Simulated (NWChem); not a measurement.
Molecule: C$_{2}$H$_{7}$FSi; SMILES C[C@H]([SiH3])F

Computed with NWChem. Structure relaxed at the PBE0/def2-SVP level. Level: PBE0/def2-SVP with SMD (1 M gas to 1 M solution), gas-phase geometry. Reactions with the solvent are ignored.

For solvent toluene:

| Item | Result |
|---|---|
| solvation free energy (kcal/mol) | -2.2 |
| cavity-dispersion-structure term (kcal/mol) | -0.7 |
| dipole in solution (D) | 1.90 |

Task: How do the values read with solvent water instead?

Result: 
- solvation free energy (kcal/mol) = 1.0
- cavity-dispersion-structure term (kcal/mol) = 3.7
- dipole in solution (D) = 2.14
